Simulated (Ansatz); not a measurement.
Consider the ligand exchange at a B–N bond: `B[NH][GeH]([CH3])[F]` + `C=N` → `BN=C` + `[CH3][GeH]([NH2])[F]`.

Gas-phase electronic energies from Ansatz, PBE0-D4/def2-TZVP geometries. CBS: MP2 limit from def2 TZ/QZ plus the TZ coupled-cluster correction, frozen cores. This one scheme is used for every species. Functionals use def2-TZVPP. B3LYP here is the variant with VWN-RPA as its local correlation; programs differ in this. For Ge outer-core shells are correlated without core-valence functions, which leaves a few kJ/mol of doubt a bond. Scalar relativity is left out up to krypton. One conformer a species, not always the lowest.

(1) Is it downhill or uphill in electronic energy at CCSD(T)/CBS, and by how much? (Best estimate.)

(2) What do these levels give: B3LYP-D4, r2SCAN0-D4, B2PLYP, PBE0, r2SCANh, r2SCAN0? (Best estimate.)

Largest T1 diagnostic among the species: 0.016.

Results:

(1) Computed: Uphill: ΔE = +5.5 kcal/mol.

(2) Ansatz gave: B3LYP-D4 2.4, r2SCAN0-D4 2.8, B2PLYP 3.7, PBE0 2.0, r2SCANh 1.8, r2SCAN0 2.7 kcal/mol.

Leaving LDA and LC-ωPBE aside and taking each functional with its dispersion term where it has one, the values, not all of them listed here, spread over 4.6 kcal/mol, from PBE-D4 to ωB97X-V. LDA lies −2.3 kcal/mol from PBE without D4. From PBE to PBE0 (25 % exact exchange), in def2-TZVPP and without D4, ΔE moves by +2.2 kcal/mol.
